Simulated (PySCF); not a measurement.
CHCl, SMILES Cl[CH] (connectivity only; charge and spin as stated), neutral, multiplicity 1.

Coordinates come from a ωB97X-D3(BJ)/def2-TZVPD optimisation. The isomer is the one that the SMILES or the coordinates give; other isomers of the formula were not compared.

The numbers are results of M06-2X/def2-TZVPD run with PySCF, not measurements.

```json
{
  "total_energy": "-498.76128 hartree",
  "point_group": "Cs",
  "highest_occupied_level": "-8.35 eV",
  "lowest_empty_level": "-2.17 eV",
  "orbital_gap": "6.18 eV",
  "dipole_moment": "1.53 D",
  "quadrupole, principal values (traceless, Buckingham form, about the centre of nuclear charge)": "-4.83, 1.55, 3.28 D·Å",
  "mean_static_polarisability": "28.6 bohr³ (4.23 Å³)",
  "polarisability_principal_values": "22.8, 24.9, 38.0 bohr³"
}
```
